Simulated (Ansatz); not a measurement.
H4SSn (`[SH][SnH3]`), charge 0, multiplicity 1.

Problem. Give a relaxed structure at PBE0-D4/def2-TZVP (Ansatz 0.2.0). (Best estimate.)

Solution. Ansatz gave: 
Cartesian coordinates in Å:
```
S -1.799 -0.091 0.473
Sn 0.440 0.142 -0.375
H -1.403 -0.654 1.627
H 1.169 -1.396 -0.483
H 1.342 1.148 0.667
H 0.250 0.850 -1.910
```
Point group Cs.
